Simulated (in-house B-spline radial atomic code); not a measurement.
## Ionising Fe VIII (Fe7+) with different functionals

Computed with an all-electron radial atomic-structure program (B-spline basis): non-relativistic Hamiltonian, point nucleus, spin-polarised at highest spin, spherical fractional occupations for the functionals, the average over the highest-spin determinants for Hartree-Fock. The ionisation energy is the difference of two self-consistent energies, [Ar] 3d1 → [Ne] 3s2 3p6, without Breit or QED terms; ε is the level of the shell that loses the electron (its least bound occupied spin orbital).

Hybrids are left out here: with spherical fractional occupations of an open shell their exact exchange keeps a self-interaction that integer-occupation calculations don't have.

```json
{"method": "Hartree-Fock", "rung": "Hartree-Fock", "ΔSCF (eV)": "150.40", "-ε(3d) (eV)": "151.69"}
{"method": "LDA VWN5", "rung": "LDA", "ΔSCF (eV)": "152.08", "-ε(3d) (eV)": "138.43"}
{"method": "LDA PW92", "rung": "LDA", "ΔSCF (eV)": "152.07", "-ε(3d) (eV)": "138.42"}
{"method": "LDA exchange-only", "rung": "LDA", "ΔSCF (eV)": "150.05", "-ε(3d) (eV)": "136.47"}
{"method": "PBE", "rung": "GGA", "ΔSCF (eV)": "151.73", "-ε(3d) (eV)": "138.12"}
{"method": "PBEsol", "rung": "GGA", "ΔSCF (eV)": "151.70", "-ε(3d) (eV)": "138.09"}
{"method": "BLYP", "rung": "GGA", "ΔSCF (eV)": "151.72", "-ε(3d) (eV)": "138.09"}
{"method": "RPBE", "rung": "GGA", "ΔSCF (eV)": "151.64", "-ε(3d) (eV)": "138.04"}
{"method": "PW91", "rung": "GGA", "ΔSCF (eV)": "151.92", "-ε(3d) (eV)": "138.30"}
{"method": "BP86", "rung": "GGA", "ΔSCF (eV)": "151.81", "-ε(3d) (eV)": "138.19"}
{"method": "AM05", "rung": "GGA", "ΔSCF (eV)": "151.75", "-ε(3d) (eV)": "138.14"}
{"method": "OLYP", "rung": "GGA", "ΔSCF (eV)": "152.24", "-ε(3d) (eV)": "138.69"}
{"method": "TPSS", "rung": "meta-GGA", "ΔSCF (eV)": "151.44", "-ε(3d) (eV)": "137.89"}
{"method": "SCAN", "rung": "meta-GGA", "ΔSCF (eV)": "150.96", "-ε(3d) (eV)": "137.63"}
{"method": "r2SCAN", "rung": "meta-GGA", "ΔSCF (eV)": "151.02", "-ε(3d) (eV)": "137.70"}
{"method": "M06-L", "rung": "meta-GGA", "ΔSCF (eV)": "150.90", "-ε(3d) (eV)": "137.55"}
{"method": "revTPSS", "rung": "meta-GGA", "ΔSCF (eV)": "151.19", "-ε(3d) (eV)": "137.69"}
```

**Question.** How do they compare with the NIST value?

**Answer.** NIST lists 151.06 eV ± 0.012 (measured, ground level to ground level). Errors run from -1.01 to +1.18 eV; r2SCAN is closest (-0.04 eV), but part of that can be cancellation, since the calculations leave out relativity, Breit-QED terms, multiplet and fine-structure energies. Hartree-Fock also lacks correlation.
